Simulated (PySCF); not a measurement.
Excitation energy of Sb by level of theory

Sb [Kr] 4d10 5s2 5p3 (4S) → Sb [Kr] 4d10 5s1 5p3 6s1 (6S), as a difference of total energies. All numbers are calculated (PySCF 2.14, a scalar-relativistic core potential, in aug-cc-pVTZ-PP with one added diffuse shell each of d, f type with ECP28MDF (6s5p5d3f, 67 functions)). Correlated levels: valence: 4s2 4p6 4d10 frozen. The calculations carry no spin-orbit coupling.

```tsv
method	excitation energy (eV)
UHF	9.716
MP2 (valence)	10.737
SCS-MP2 (valence)	11.111
CCSD (valence)	10.878
CCSD(T) (valence)	10.931
```

Task: How much does correlation contribute at CCSD(T) (valence)?

Result: 10.931 − (9.716) = 1.215 eV, measured against UHF.

The upper state lies above the first ionisation limit, but in LS coupling its spin forbids autoionisation to the ground ion; at this Z spin-orbit coupling breaks that rule. A Rydberg-like electron needs more diffuse functions than a valence basis has.

The promoted electron is Rydberg-like, and one or two diffuse shells describe it only roughly, which tends to raise the upper state.
